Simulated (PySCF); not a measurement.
# Distorted geometries of [WOF3]−

[WOF3]− (singlet). PySCF 2.14.0, RKS B3LYP, W def2-SVP with ECP60, O def2-SVP, F def2-SVP; non-relativistic Hamiltonian with scalar-relativistic core potentials where named; density fitting; no spin-orbit coupling. Relaxed geometry:

```xyz
5

W     0.0647    0.0000    0.0036
O     1.7641    0.0000    0.3330
F    -0.1274    1.8683   -0.2322
F    -1.8706    0.0000    0.3057
F    -0.1274   -1.8683   -0.2322
```

Task: Order these distorted geometries by energy above the relaxed one, lowest first.
A.
```xyz
5

W     0.0634   -0.0155   -0.0324
O     1.7472    0.0053    0.3115
F    -0.1426    1.8859   -0.1667
F    -1.8333   -0.0117    0.3072
F    -0.1314   -1.8641   -0.2417
```
B.
```xyz
5

W     0.1223    0.0174   -0.0563
O     1.7234    0.0059    0.2673
F    -0.1223    1.8949   -0.1947
F    -1.8360    0.0079    0.3115
F    -0.1841   -1.9261   -0.1500
```
C.
```xyz
5

W     0.2846   -0.0109    0.1303
O     1.6706    0.0194    0.5950
F    -0.0535    2.1087   -0.2891
F    -1.9210   -0.1826    0.2855
F    -0.2773   -1.9346   -0.5438
```

Result: A (0.03 eV), B (0.38 eV), C (4.88 eV).

Task: Which forces (eV/Å) act in the one that lies 0.38 eV up?

Result: 
```
W   -7.39 -1.30 -1.13
O    6.23 -0.12  1.21
F    0.23 -0.19 -0.04
F    0.35  0.08 -0.06
F    0.58  1.54  0.02
```
Forces carry noise of the integration grid, about 0.01 to 0.03 eV/Å.
